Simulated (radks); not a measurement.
Values are calculated unless marked as measured or tabulated.
Spherical quantum dot in the effective-mass picture: electrons in a parabolic well V = omega^2 r^2 / 2 with omega = 3.85, all in effective atomic units (hartree* = m*/eps^2 hartree, bohr* = eps/m* bohr), one dielectric constant everywhere. Level of theory: non-relativistic Kohn-Sham, LDA (Slater exchange, Perdew-Wang correlation), spin-polarised, spherical densities (a radial shooting solver with Libxc functionals). Levels are named by radial order and angular momentum (1s, 1p, 1d, 2s, ...), and open shells are averaged over m.

N = 23, configuration 1s2 1p6 1d10 2s2 1f(up 3, down 0). This is the lowest configuration that the search found. Occupied and some empty levels:

level    occupation  eigenvalue (hartree*)  <r> (bohr*)
1s up             1                 27.550       0.7428
1s down           1                 27.593       0.7386
1p up             3                 29.878       0.9516
1p down           3                 29.947       0.9485
1d up             5                 32.396        1.105
1d down           5                 32.480        1.103
2s up             1                 32.725       0.9898
2s down           1                 32.788       0.9913
1f up             3                 35.082        1.229
1f down           0                 35.173        1.228
2p up             0                 35.585        1.121
2p down           0                 35.647        1.122
1g up             0                 37.916        1.335
1g down           0                 38.008        1.336
2d up             0                 38.540        1.240
2d down           0                 38.602        1.241

Energy (hartree*): total 508.636, kinetic 99.192, external 202.98, Hartree 227.89, exchange-correlation -21.433.
